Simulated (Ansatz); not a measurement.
The cluster CaI₂ was relaxed with PBE-D4 (def2-TZVP) in Ansatz in these states: neutral quintet, neutral singlet. The geometries follow in no particular order.

In the def2 sets I takes a core potential; there is no spin–orbit coupling.

A:

```xyz
3

Ca    0.208   -0.013   -0.328
I     2.888   -0.539    2.084
I    -3.096    0.551   -1.756
```

B:

```xyz
3

Ca   -0.0119    0.0055   -0.0005
I     1.1902    2.5619    0.1219
I    -1.1782   -2.5674   -0.1214
```

Q: Judge from the bond lengths which geometry belongs to which state (an estimate).

A: A is the neutral quintet (Ca1–I2 3.644 Å, Ca1–I3 3.644 Å); B is the neutral singlet (Ca1–I2 2.828 Å, Ca1–I3 2.828 Å).

At PBE0-D4/def2-TZVP a singlet lies 8.42 eV below the neutral quintet. These are the stationary points nearest to one start from a short search; other shapes may lie lower in each state.
